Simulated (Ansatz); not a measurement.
The first iterations of a band of CH3F + HSe (7 atoms, charge 0, multiplicity 2).

Computed with UKS BLYP-D4/def2-SVP in Ansatz.

```
movable images  : 7
climbing image  : yes
spring          : 5.0 eV/Å²
optimiser       : quadratic models (default)
start path      : through a guess of the saddle point
force threshold : 0.05 eV/Å
iteration limit : 60
end points      : relaxed
```

First end point:

```xyz
7
Properties=species:S:1:pos:R:3
H -0.221 -0.090 0.375
Se 1.577 -1.651 1.207
C -0.800 0.393 -0.457
F -1.332 1.592 -0.022
H 2.497 -0.498 0.970
H -1.611 -0.306 -0.759
H -0.111 0.560 -1.314
```

Last end point:

```xyz
7
Properties=species:S:1:pos:R:3
H -0.380 -0.746 -0.821
Se 1.476 -1.209 1.777
C -0.794 0.264 -0.626
F -0.217 0.782 0.539
H 2.374 -0.225 1.106
H -1.895 0.198 -0.495
H -0.563 0.935 -1.480
```

| iteration | highest image above the first end (eV) | largest band force component (eV/Å) |
| --- | --- | --- |
| 1 | 0.705 | 5.848 |
| 2 | 0.265 | 2.187 |

Q: Does the band converge within its limit, and where does its top end?

A: It converged. It ended after 8 iterations with the highest image 0.004 eV above the first end. The top lies less than 8 meV above the higher end, about what the thresholds resolve: that end is a shoulder or a very shallow well. A vibrational analysis at the climbing image gives one clearly imaginary mode, 45i cm⁻¹, and a faint second one (23i cm⁻¹) that may be numerical noise or a soft torsion: probably a first-order saddle point.

Run time: 65 s on 2 threads of AMD EPYC 9R45 96-Core Processor (Zen 5), with other jobs on the host, peak memory 0.23 GiB.
